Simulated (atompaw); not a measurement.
## Before and after: PAW (atompaw) potential for Nd (Z = 60)

Nd (Z = 60), PAW, made with atompaw 4.2.0.5 (PBEsol, scalar-relativistic). Core [Kr] 4d10, reference 4f4 5s2 5p6 5d0 6s1.75 6p0.25. Waves: 5s (bound); 6s (bound); 5p (bound); 6p (bound); 5d (bound, empty); 5d channel at 1.25 Ry; 4f (bound); 4f channel at 1.7 Ry. Local part: bessel scheme, radius 2.15 bohr. Core correction: smooth core density matched at 1.70 bohr. Augmentation charge: sinc compensation charge, radius 2.70 bohr; PAW radius 3.00 bohr; waves and projectors: bloechl.

Change: wave 4f channel at 1.7 Ry becomes 4f channel at 6.12 Ry.

Cutoffs: the cutoffs (Ry, on a coarse ladder) from which the occupation-weighted sum of valence levels, in a spherical-Bessel basis at the reference potential, stays within 10 and 1 mRy of its value at 400 Ry; they do not see the model core or the augmentation charge, which bear on the density cutoff.

Q: What does the change do?

A: The potential gets harder (25 Ry and 30 Ry → 25 Ry and 35 Ry); the range in which the f phases agree narrows (upper end 4.2 → -0.1); neither file shows a bound ghost.

| quantity | base | changed |
| --- | --- | --- |
| cutoff, loose | 25 Ry | 25 Ry |
| cutoff, tight | 30 Ry | 35 Ry |
| loose cutoff by channel (10 mRy a level) | s 8 Ry, p 12 Ry, f 18 Ry | s 8 Ry, p 12 Ry, f 21 Ry |
| bound ghosts | none | none |
| s: phases at 3.01 bohr within 0.05 rad from the reference energy up to (Ry; the scan ends near 5) | 3.5 | 3.5 |
| p: phases at 3.01 bohr within 0.05 rad from the reference energy up to (Ry; the scan ends near 5) | to the end of the scan | to the end of the scan |
| d: phases at 3.01 bohr within 0.05 rad from the reference energy up to (Ry; the scan ends near 5) | to the end of the scan | to the end of the scan |
| f: phases at 3.01 bohr within 0.05 rad from the reference energy up to (Ry; the scan ends near 5) | 4.2 | -0.1 |
| lowest overlap eigenvalue by channel | s 0.45, p 0.65, d 0.91, f 1.00 | s 0.45, p 0.65, d 0.91, f 1.00 |

 The cutoffs see the waves, projectors and local potential, not the compensation charge or the core.
